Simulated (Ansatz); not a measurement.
C3H9NSi can be A, `C/C(N)=C\[SiH3]`, or B, `CCC(=N)[SiH3]`.

Calculated with Ansatz (gas phase, PBE0-D4/def2-TZVP geometries, no zero-point term in ΔE). CBS: MP2 limit from def2 TZ/QZ plus the TZ coupled-cluster correction, frozen cores. DFT in def2-TZVPP. B3LYP here is the variant with VWN-RPA as its local correlation; programs differ in this. One conformer a species, not always the lowest.

Task: Which isomer does CCSD(T)/CBS put lower? Give the gap. (Estimate.)

Result: Ansatz gave: A, by 29.4 kJ/mol.

Task: Give E(B) − E(A) in kJ/mol with BLYP-D4, B3LYP-D4, PBE0-D4, CCSD/def2-TZVPP, HF/def2-TZVPP, B2PLYP, PBE-D4. (Best estimate.)

Result: Computed: BLYP-D4 31.6, B3LYP-D4 34.9, PBE0-D4 40.1, CCSD/def2-TZVPP 25.5, HF/def2-TZVPP 29.5, B2PLYP 33.1, PBE-D4 37.7. None reverses the order clearly.

Task: Does the order hold for the free energy at 298.15 K (harmonic terms from PBE0-D4)? (Estimate.)

Result: Computed: Yes: G(B) − G(A) = +32.8 kJ/mol, for one conformer each. Modes under 60 cm⁻¹, often nearly free rotors, make the harmonic entropy too high.

Largest T1 diagnostic: 0.012.

At CCSD(T), def2-SVP lies −12.6 kJ/mol from the extrapolated value and def2-TZVPP −4.1 kJ/mol. From BLYP to BHLYP (50 % exact exchange), in def2-TZVPP and without D4, E(B) − E(A) moves by +5.0 kJ/mol.
